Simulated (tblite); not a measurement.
Species: C₇H₁₂O.
Geometry (GFN2-xTB, Å), atoms numbered from 1 in this order:
```
atom  x, y, z in Å
C1     3.660    0.345   -0.552
C2     2.565    0.230    0.192
C3     1.249   -0.003   -0.357
C4     0.149   -0.160    0.379
C5    -1.223   -0.377   -0.180
C6    -1.888   -1.590    0.468
C7    -2.068    0.889    0.061
O8    -1.567    2.011   -0.620
H9     3.620    0.269   -1.627
H10    4.631    0.515   -0.119
H11    2.628    0.306    1.270
H12    1.185   -0.058   -1.437
H13    0.208   -0.107    1.460
H14   -1.153   -0.531   -1.262
H15   -2.883   -1.743    0.056
H16   -1.296   -2.484    0.286
H17   -1.978   -1.448    1.543
H18   -2.129    1.087    1.142
H19   -3.081    0.741   -0.321
H20   -0.636    2.117   -0.387
```

Level: GFN2-xTB in tblite, geometry and Hessian alike; calculated harmonic values, unscaled, isolated species. Errors from tens to a few hundred cm⁻¹ against measured bands are possible. One conformer, not necessarily the lowest.

Harmonic wavenumbers (cm⁻¹): 29.1, 99.2, 136.4, 147.2, 158.7, 205.1, 235.3, 334.1, 345.9, 397.9, 441.4, 484.5, 528.4, 641.3, 793.0, 884.1, 885.5, 929.3, 945.6, 971.3, 988.0, 1036.9, 1079.8, 1092.1, 1105.9, 1135.2, 1163.2, 1192.8, 1234.5, 1271.3, 1287.5, 1289.7, 1316.2, 1338.5, 1351.0, 1409.4, 1413.8, 1480.0, 1497.9, 1499.2, 1667.0, 1679.5, 2857.7, 2947.9, 2979.6, 3030.9, 3037.6, 3042.8, 3044.4, 3048.3, 3060.2, 3100.0, 3131.2, 3512.1.

A = 3347, B = 1003, C = 820.9 MHz; mass 112.089 u (most abundant isotopes); point group C1, symmetry number 1.

Question: Zero-point energy?

Answer: ½Σν̃ = 37458 cm⁻¹ = 107.10 kcal/mol.

Question: Entropy at 273.15 K, 1 bar (ideal gas, RRHO, classical rotation)?

Answer: Translation 39.65, rotation 28.89, vibration 26.47: S = 95.0 cal/(mol K).

Question: And Cp and H(273.15 K) − H(0)?

Answer: Cp = 35.05 cal/(mol K), of which vibrations give 27.10 (their classical limit is 54 R = 107.3); H(273.15 K) − H(0) = 5.97 kcal/mol without the zero-point energy, 3.79 from vibrations.

Question: Blend soft modes into free rotors: weight 1/[1 + (100 cm⁻¹/ν̃)⁴] for the oscillator and the rest for a rotor with moment μB/(μ + B), μ = h/(8π²ν), B = 10⁻⁴⁴ kg m². What vibrational entropy results?

Answer: 24.43 cal/(mol K) in place of 26.47, which changes −T·S at 273.15 K by +0.56 kcal/mol.

Question: Which modes carry the vibrational entropy at 273.15 K?

Answer: 29.1 cm⁻¹: 5.72; 99.2 cm⁻¹: 3.30; 136.4 cm⁻¹: 2.69; 147.2 cm⁻¹: 2.54; 158.7 cm⁻¹: 2.40; 205.1 cm⁻¹: 1.93 cal/(mol K); the other 48 give 7.90 together.

Hindered rotation and anharmonicity are outside this model. Other conformers, if any are populated, would add a mixing term that is left out. The structure is chiral; the term R ln 2 for an equal mix with its mirror image is left out.
